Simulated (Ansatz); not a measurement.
Born–Oppenheimer molecular dynamics of H4Sn (5 atoms, charge 0, multiplicity 1). It starts from a relaxed structure.

Computed with RKS PBE0-D4/def2-SVPD (Ansatz 0.2.0).

```yaml
ensemble: NVT, Nosé–Hoover chain
time_step: 0.5 fs
steps_asked: 150
set_temperature: 400 K
thermostat: time constant 100 fs, chain length 3 (defaults)
seed: 53734
```

First frame:

```xyz
5
Properties=species:S:1:pos:R:3
Sn 0.001 0.000 0.000
H 0.000 0.000 1.709
H 1.611 0.000 -0.569
H -0.805 1.395 -0.569
H -0.805 -1.395 -0.569
```

(1) How far do the bonds stretch over the last three quarters of this one trajectory? (Pairs bonded in most of those frames.)

Answers

(1) 
| bond | mean (Å) | spread (Å) | shortest | longest |
| --- | --- | --- | --- | --- |
| Sn1–H2 | 1.712 | 0.016 | 1.68 | 1.74 |
| Sn1–H3 | 1.713 | 0.061 | 1.63 | 1.80 |
| Sn1–H4 | 1.708 | 0.026 | 1.67 | 1.75 |
| Sn1–H5 | 1.710 | 0.030 | 1.66 | 1.76 |

Mean temperature of the second half: 226 K. The conserved energy stayed within 0.15 meV per atom of its start (net change 0.059 meV per atom), so the integration is sound. The mean temperature of the second half is 44 % below the set value. A run of 0.075 ps of so small a system gives no equilibrium averages.

Run time: 4.3 min on 1 thread of Arm Neoverse V1, with other jobs on the host, peak memory 0.12 GiB.
